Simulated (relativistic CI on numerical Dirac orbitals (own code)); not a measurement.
**Energy levels of Fe4+**

These numbers are calculated, not measured: Dirac-Coulomb-Breit CI, separate exchange-only KLI orbitals for each configuration, QED by a radiative potential, valence Slater integrals scaled by 0.85, configuration energies shifted to the measured levels that pair with them (semi-empirical) (own radial code, finite nucleus).

CI space (outside the closed core [Ne]): 3s²3p⁶3d⁴, 3s²3p⁶3d³4s, 3s²3p⁶3d³4p, 3s²3p⁵3d⁵, 3s²3p⁶3d³4d, 3s²3p⁶3d³5s, 3s²3p⁶3d³5p, 3s²3p⁶3d²4s², 3s²3p⁶3d³4f, 3s²3p⁴3d⁶, 3s²3p⁶3d³5d, 3s3p⁶3d⁵, 3s²3p⁶3d²4s4p, 3s²3p⁶3d³5f, 3s²3p⁶3d³5g, 3s²3p⁶3d²4p², 3s²3p⁶3d²4s4d, 3s²3p⁵3d⁴4s, 3s²3p⁶3d²4p4d. Levels of other configurations are missing.

The lowest level is 3s²3p⁶3d⁴ ⁵D0, with 99 % of that term; Hund's rules for 3s²3p⁶3d⁴ give ⁵D with J = 0, in agreement.

```
No.  Configuration  Term  J  E (cm⁻¹)    %  Landé g  Lifetime (s)
  1      3s²3p⁶3d⁴    ⁵D  0       0.0   99                       
  2      3s²3p⁶3d⁴    ⁵D  1     140.6   99    1.501      6.68e+03
  3      3s²3p⁶3d⁴    ⁵D  2     408.2   99    1.500      9.24e+02
  4      3s²3p⁶3d⁴    ⁵D  3     782.9   99    1.500      4.12e+02
  5      3s²3p⁶3d⁴    ⁵D  4    1244.9   99    1.500      3.76e+02
  6      3s²3p⁶3d⁴    ³P  0   21273.8   97               7.65e-01
  7      3s²3p⁶3d⁴    ³P  1   22173.6   98    1.499      8.94e-01
  8      3s²3p⁶3d⁴    ³P  2   23628.3   98    1.499      1.39e+00
  9      3s²3p⁶3d⁴    ³H  4   24569.0   87    0.845      1.19e+01
 10      3s²3p⁶3d⁴    ³F  2   24896.7   99    0.667      2.90e+00
 11      3s²3p⁶3d⁴    ³H  5   24902.7   97    1.036              
 12      3s²3p⁶3d⁴    ³F  3   25017.5   96    1.074      1.44e+00
 13      3s²3p⁶3d⁴    ³F  4   25202.7   87    1.202      1.16e+00
 14      3s²3p⁶3d⁴    ³H  6   25206.0   99    1.166              
 15      3s²3p⁶3d⁴    ³G  3   28738.1   96    0.758      7.28e+00
 16      3s²3p⁶3d⁴    ³G  4   29061.7   95    1.051      1.25e+01
 17      3s²3p⁶3d⁴    ³G  5   29369.5   97    1.197      8.10e+00
 18      3s²3p⁶3d⁴    ¹G  4   34390.0   97    1.001      1.18e+00
 19      3s²3p⁶3d⁴    ³D  3   34601.4   99    1.333      1.59e+00
 20      3s²3p⁶3d⁴    ³D  2   34713.0   98    1.166      1.93e+00
 21      3s²3p⁶3d⁴    ³D  1   34886.0   99    0.500      1.50e+00
 22      3s²3p⁶3d⁴    ¹S  0   35961.1   97               6.88e-01
 23      3s²3p⁶3d⁴    ¹I  6   37106.5   99    1.000      3.64e+00
 24      3s²3p⁶3d⁴    ¹D  2   42672.4   98    1.001      8.97e-01
 25      3s²3p⁶3d⁴    ¹F  3   49856.0   98    1.000      1.83e+00
 26      3s²3p⁶3d⁴    ³P  2   57654.7   99    1.500      3.66e-01
 27      3s²3p⁶3d⁴    ³F  4   58315.6   99    1.250      2.36e-01
 28      3s²3p⁶3d⁴    ³F  2   58425.7   99    0.666      2.15e-01
 29      3s²3p⁶3d⁴    ³F  3   58459.4   98    1.083      2.36e-01
 30      3s²3p⁶3d⁴    ³P  1   58689.6   99    1.500      3.41e-01
 31      3s²3p⁶3d⁴    ³P  0   59182.7   99               3.71e-01
 32      3s²3p⁶3d⁴    ¹G  4   67199.4   99    1.000      3.08e-01
 33      3s²3p⁶3d⁴    ¹D  2   87897.0   98    1.000      4.11e-02
 34      3s²3p⁶3d⁴    ¹S  0  111676.0   98               2.48e-02
 35    3s²3p⁶3d³4s    ⁵F  1  186445.2  100   -0.002      7.03e-05
 36    3s²3p⁶3d³4s    ⁵F  2  186725.5  100    0.999      7.00e-05
 37    3s²3p⁶3d³4s    ⁵F  3  187140.6  100    1.250      6.97e-05
 38    3s²3p⁶3d³4s    ⁵F  4  187681.4  100    1.350      6.94e-05
 39    3s²3p⁶3d³4s    ⁵F  5  188334.4  100    1.400      6.91e-05
 40    3s²3p⁶3d³4s    ³F  2  194685.2   99    0.666      3.52e-05
 41    3s²3p⁶3d³4s    ³F  3  195393.5   99    1.083      3.52e-05
 42    3s²3p⁶3d³4s    ³F  4  196267.0   99    1.249      3.51e-05
 43    3s²3p⁶3d³4s    ⁵P  1  205716.5   99    2.495      4.60e-05
 44    3s²3p⁶3d³4s    ⁵P  2  205949.1   98    1.829      4.59e-05
 45    3s²3p⁶3d³4s    ⁵P  3  206499.7  100    1.667      4.57e-05
 46    3s²3p⁶3d³4s    ³G  3  208302.9  100    0.749      5.28e-05
 47    3s²3p⁶3d³4s    ³G  4  208553.8   98    1.047      5.24e-05
 48    3s²3p⁶3d³4s    ³G  5  208941.9   98    1.197      5.23e-05
 49    3s²3p⁶3d³4s    ¹G  4  212564.5   87    0.975      3.65e-05
 50    3s²3p⁶3d³4s    ³P  0  213197.8  100               3.83e-05
 51    3s²3p⁶3d³4s    ³P  1  213495.1   93    1.457      3.64e-05
 52    3s²3p⁶3d³4s    ³P  2  214241.9   98    1.498      3.24e-05
 53    3s²3p⁶3d³4s    ³P  1  214825.9   93    1.447      4.03e-05
 54    3s²3p⁶3d³4s    ³H  5  214834.4   98    1.035      4.93e-05
 55    3s²3p⁶3d³4s    ³H  4  214842.7   87    0.826      4.73e-05
 56    3s²3p⁶3d³4s    ³P  2  214911.3   82    1.447      4.59e-05
 57    3s²3p⁶3d³4s    ³P  0  215026.2  100               3.82e-05
 58    3s²3p⁶3d³4s    ³H  6  215070.4  100    1.167      4.91e-05
 59    3s²3p⁶3d³4s    ³D  1  216605.8   80    0.639      4.39e-05
 60    3s²3p⁶3d³4s    ³D  2  217459.9   84    1.220      4.49e-05
 61    3s²3p⁶3d³4s    ³D  3  217566.6  100    1.334      4.45e-05
 62    3s²3p⁶3d³4s    ¹H  5  218940.3   99    1.000      3.48e-05
 63    3s²3p⁶3d³4s    ¹P  1  219494.8   84    0.962      3.76e-05
 64    3s²3p⁶3d³4s    ¹D  2  221382.3   98    1.007      3.27e-05
 65    3s²3p⁶3d³4s    ³F  4  233243.5  100    1.250      3.63e-05
 66    3s²3p⁶3d³4s    ³F  3  233455.2   99    1.083      3.63e-05
 67    3s²3p⁶3d³4s    ³F  2  233630.7  100    0.666      3.63e-05
 68    3s²3p⁶3d³4s    ¹F  3  237282.3   99    1.000      3.42e-05
 69   3s²3p⁶3d³4p‡   ⁵G°  2  253161.3   99    0.336      1.15e-09
 70   3s²3p⁶3d³4p‡   ⁵G°  3  253730.7   99    0.918      1.13e-09
```

Energies count from the lowest computed level; ° marks odd parity; lifetimes are radiative, by E1, M1, E2 decay to levels of this space only; some are left blank where a channel outside the calculation adds to the decay or the decay crosses a small, uncertain gap. ‡ marks configurations that were not tied to measured data.

The mean weight of the leading LS term, summed over parents, in these 70 levels is 97 %, and that of the leading jj configuration (from the same eigenvectors) 56 %, so LS coupling describes them better.

Configurations whose levels could be paired with our table of measured levels were shifted onto them, all but the ground configuration, by the median error of their levels; single terms can still be off by 1,000 to 2,000 cm⁻¹ or more, and rates follow the energies as ν³ (E1, M1) or ν⁵ (E2). The others borrow a shift and can be off by several thousand cm⁻¹ or more. 60 of the 60 excited levels that our extract of the measured tables holds in this range could be paired (the sources list more); they are missed by 1658 cm⁻¹ on average and 9454 at most, after the shifts were fitted to these levels, and levels without a partner can miss by more.

Landé's interval rule says that E(J) − E(J−1) = AJ with one A. For the ground term the intervals give A = 140.6, 133.8, 124.9, 115.5 cm⁻¹ for J = 1, 2, 3, 4; the multiplet is regular.
